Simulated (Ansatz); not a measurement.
One change: `OBF` becomes `OB(O)F`.

Ansatz, PBE0-D4/def2-TZVP geometries, multiplicity 1. Each molecule was computed in one conformer, which needn't be the lowest.

```csv
property,`OBF`
HOMO energy (ωB97M-V/def2-TZVPP) / eV,-12.85
HOMO energy (PBE/def2-TZVPP) / eV,-8.70
HOMO–LUMO gap (PBE0/def2-TZVPP) / eV,10.81
size of the dipole moment (PBE/def2-TZVPP) / D,1.13
size of the dipole moment (ωB97M-V/def2-TZVPP) / D,1.09
LUMO energy (PBE/def2-TZVPP) / eV,-0.65
```

Q: What does the change do to each property? (Best estimate.)

A: Ansatz gave: 
| property | `OB(O)F` | shift |
| --- | --- | --- |
| HOMO energy (ωB97M-V/def2-TZVPP) / eV | -12.21 | 0.64 |
| HOMO energy (PBE/def2-TZVPP) / eV | -7.97 | 0.73 |
| HOMO–LUMO gap (PBE0/def2-TZVPP) / eV | 10.18 | -0.63 |
| size of the dipole moment (PBE/def2-TZVPP) / D | 1.83 | 0.70 |
| size of the dipole moment (ωB97M-V/def2-TZVPP) / D | 1.88 | 0.79 |
| LUMO energy (PBE/def2-TZVPP) / eV | -0.40 | 0.25 |

With PBE0 the HOMO rises by 0.69 eV and the LUMO rises by 0.06 eV, so the gap narrows by about 0.63 eV. PBE moves the HOMO by 0.73 eV and ωB97M-V by 0.64 eV. The zero-point energy changes by 17.7 kJ/mol with +3 modes. Dipoles are sizes alone; their direction can turn.
